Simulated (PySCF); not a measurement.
**Static response to an electric field**

Compound: C₂H₉AlS.
Numbering: `[CH3:1][S+:2]([CH3:3])[AlH3-:4]` (hydrogens: H5, H6, H7 on C1; H8, H9, H10 on C3; H11, H12, H13 on Al4)

Cartesian coordinates in Å at the PBE0-D3(BJ)/def2-SVP level; atoms count from 1:
```xyz
13
C2H9AlS angstrom
C     -0.4101    1.6088   -0.2329
S     -0.3152   -0.0940   -0.8204
C     -1.3924   -0.9320    0.3603
Al     1.9050   -0.7473    0.0400
H     -1.4306    1.9935   -0.3656
H     -0.1002    1.6671    0.8205
H      0.2848    2.1937   -0.8503
H     -2.4266   -0.5825    0.2341
H     -1.3360   -2.0048    0.1309
H     -1.0400   -0.7593    1.3872
H      1.8352   -2.3150   -0.2840
H      2.8067    0.2123   -0.8735
H      1.6412   -0.2916    1.5619
```

Level: CAM-B3LYP/def2-SVPD (PySCF), static field, nuclei fixed, core orbitals frozen in the response. The polarisability tensor in these axes (au):

```
x   87.02 -1.78 -1.39
y   -1.78 83.37 -2.11
z   -1.39 -2.11 71.88
```

Problem. Diagonalise the tensor; give its mean and Δα, where Δα² is half the sum of the squared differences of the eigenvalues.

Solution. Principal values 71.33, 83.19 and 87.76 au; mean 80.76 au = 11.97 Å³ = 13.31 × 10⁻⁴⁰ C²·m²/J; Δα = 14.69 au (18 % of the mean).

Problem. What is the dipole moment, and where does it point?

Solution. (-4.36, 1.74, 0.25) D, 4.70 D in size, pointing from the negative to the positive side. Measured along this direction, the outermost atoms are H11 and H12 at the negative end and H8 and H5 at the positive end.

Problem. Orientational against electronic polarisability at 250 K (dilute gas, rigid molecules)?

Solution. In Gaussian units μ²/3kT = 213.56 Å³ against 11.97 Å³, a ratio of 17.85; the Debye molar polarisation (4π/3)N_A(α + μ²/3kT) is 568.9 cm³/mol, leaving out the vibrational part.

Problem. Give the principal axes and the span of the nuclei along them.

Solution. Largest value along (0.93, -0.36, -0.03), where the nuclei span 4.63 Å; middle along (0.35, 0.91, -0.21), 4.61 Å; least along (0.11, 0.19, 0.98), 2.50 Å. 

Problem. What depolarisation ratio follows for Rayleigh scattering of linearly polarised light, taking the static tensor?

Solution. ρ = 3Δα²/(45ᾱ² + 4Δα²) = 647.2/(293467 + 862.9) = 0.0022.

Isolated species at its PBE0-D3(BJ)/def2-SVP geometry, gas phase.

The run behind these numbers computed excited states and ΔSCF ions as well. Hardware: Arm Neoverse N1, one thread, no GPU, on a shared host. Cost: 2.7 min of wall time (with the writing of density and orbital grids), 0.74 GiB resident at most.
